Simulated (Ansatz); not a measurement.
Input file for Ansatz (a program for electronic structure): R-CCSD(T)/aug-cc-pVDZ on CH4BN (a complex).

Ansatz 0.2 input:
```yaml
crystal:
  periodic: [false, false, false]
  atoms:
    - {symbol: B, position_ang: [-0.09690052, 0.04823511, 0.76958152]}
    - {symbol: H, position_ang: [0.66586511, 0.92707271, 0.45072728]}
    - {symbol: H, position_ang: [0.20388965, -1.03112788, 0.32200633]}
    - {symbol: H, position_ang: [-1.25567332, 0.33332979, 0.59124895]}
    - {symbol: C, position_ang: [0.17116442, -0.18985582, 3.42872352]}
    - {symbol: N, position_ang: [0.05719216, -0.08862177, 2.29809365]}
    - {symbol: H, position_ang: [0.27761362, -0.28439415, 4.48475215]}
basis:
  gaussian:
    orbitals: aug-cc-pVDZ
magnetization: {spin_polarized: false}
correlation: {method: ccsd_t, electrons: outside_noble_gas}
scf: {lower_state_search: off}
```

Problem. Predict the final total energy.

Solution. -119.7397 hartree (reference determinant -119.2840, T1 diagnostic 0.013).

Problem. How many basis functions does it have, and what does it roughly cost on one machine?

Solution. 105 functions; about 8 core-seconds (a rough figure).
